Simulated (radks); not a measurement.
Values are calculated unless marked as measured or tabulated.
These are the eigenvalues of the occupied orbitals of an atom or ion with whole-number occupations (eV). Code: a radial shooting solver on a logarithmic mesh with Libxc functionals. Model: Dirac Kohn-Sham, PBE, spin-unpolarised, spherical densities, point nucleus.

orbital  eigenvalue
1s1/2     -20889.32
2s1/2     -3006.279
2p1/2     -2774.500
2p3/2     -2656.245
3s1/2     -549.1892
3p1/2     -460.1311
3p3/2     -440.3509
3d3/2     -282.8699
3d5/2     -279.0669
4s1/2     -103.6261
4p1/2      -77.4155
4p3/2      -74.4009
4d3/2      -35.3559
4d5/2      -35.0085

Which element is it, and in what charge state? The configuration may be excited. Open shells, if any, are shared by 2j + 1.

Answer. Z = 43, technetium, charge +3: Tc3+ in [Kr] 4d4. The list shows which subshells hold electrons but not how many an open one holds; the 1s level, -767.67 hartree, gives Z - s = 39.2 by -(Z - s)^2/2, which with screening and relativity narrows Z to a few neighbours, and the depths of the outer levels then fix element, charge and occupations together.
